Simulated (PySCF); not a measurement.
**J couplings in [Cu(NH2)2]-**

Cartesian coordinates in Å; atom numbers follow the order of the lines, from 1:
```xyz
7

Cu   -0.0643   -0.0730    0.0004
N    -0.3439    0.1428    1.8503
H     0.4434    0.7200    2.1799
H    -0.1058   -0.7681    2.2692
N     0.1803   -0.3295   -1.8491
H     0.6459    0.5260   -2.1852
H    -0.7557   -0.2181   -2.2655
```

Total charge -1.

Indirect spin–spin couplings were computed at PBE/pcJ-1 (pcSseg-1 on Cu) (PySCF 2.14) on a PBE0-D3(BJ)/def2-SVP structure, for the isolated molecule, without vibrational or relativistic corrections. Couplings are averaged over pairs made equivalent by symmetry, fast rotation or ring inversion, so a value needn't be that of the named pair in this geometry, while other rotamers aren't included; one pair stands for each set, and the list holds those of at least 1.5 Hz over up to four bonds.

Isotopes: ¹⁵N, ¹H.

```json
{"pair": "N2, H3", "bonds": "1", "J (Hz)": "?"}
{"pair": "N2, N5", "bonds": "2", "J (Hz)": "-2.2"}
{"pair": "H3, H4", "bonds": "2", "J (Hz)": "?"}
```

Question: Estimate the withheld couplings, with signs.

Answer: 
- ¹J(N2,H3) = -39.7 Hz (bond length 1.030 Å)
- ²J(H3,H4) = -8.6 Hz
